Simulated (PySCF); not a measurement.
## Relaxation of singlet [IH4]-

Method: PBE0/[I def2-TZVPD with ECP28, H def2-TZVPD], scalar-relativistic core potentials, density fitting, no spin–orbit coupling, PySCF. A (50,194) grid was used.

A hand-made square planar start, of D4h symmetry, held to at least that symmetry:

```xyz
5
charge -1 multiplicity 1, angstrom
I     0.0000    0.0000    0.0000
H     1.6500    0.0000    0.0000
H     0.0000    1.6500    0.0000
H    -1.6500    0.0000    0.0000
H     0.0000   -1.6500    0.0000
```

At each step, columns x, y, z (Å) and Fx, Fy, Fz (eV/Å):

```
step 0  E − E(last) = 148.30 kJ/mol
I    0.000   0.000   0.000   0.000   0.000   0.000
H    1.650   0.000   0.000   3.454   0.000   0.000
H    0.000   1.650   0.000   0.000   3.454   0.000
H   -1.650   0.000   0.000  -3.454   0.000   0.000
H    0.000  -1.650   0.000   0.000  -3.454   0.000
step 1  E − E(last) = 40.20 kJ/mol
I    0.000   0.000   0.000   0.000   0.000   0.000
H    1.765   0.000   0.000   1.554   0.000   0.000
H    0.000   1.765   0.000   0.000   1.554   0.000
H   -1.765   0.000   0.000  -1.554   0.000   0.000
H    0.000  -1.765   0.000   0.000  -1.554   0.000
step 2  E − E(last) = 6.54 kJ/mol
I    0.000   0.000   0.000   0.000   0.000   0.000
H    1.849   0.000   0.000   0.564   0.000   0.000
H    0.000   1.849   0.000   0.000   0.564   0.000
H   -1.849   0.000   0.000  -0.564   0.000   0.000
H    0.000  -1.849   0.000   0.000  -0.564   0.000
step 3  E − E(last) = 0.40 kJ/mol
I    0.000   0.000   0.000   0.000   0.000   0.000
H    1.895   0.000   0.000   0.132   0.000   0.000
H    0.000   1.895   0.000   0.000   0.132   0.000
H   -1.895   0.000   0.000  -0.132   0.000   0.000
H    0.000  -1.895   0.000   0.000  -0.132   0.000
step 4  E − E(last) = 0.01 kJ/mol
I    0.000   0.000   0.000   0.000   0.000   0.000
H    1.910   0.000   0.000   0.015   0.000   0.000
H    0.000   1.910   0.000   0.000   0.015   0.000
H   -1.910   0.000   0.000  -0.015   0.000   0.000
H    0.000  -1.910   0.000   0.000  -0.015   0.000
step 5  E − E(last) = 0.00 kJ/mol
I    0.000   0.000   0.000   0.000   0.000   0.000
H    1.911   0.000   0.000   0.000   0.000   0.000
H    0.000   1.911   0.000   0.000   0.000   0.000
H   -1.911   0.000   0.000   0.000   0.000   0.000
H    0.000  -1.911   0.000   0.000   0.000   0.000
```

It ends at D4h with I–H 1.911 Å (×4); H–I–H 90.0° (×4), H–I–H 180.0° (×2). No frequency check is given, so it may be a saddle point. Other isomers or separated fragments may lie lower.
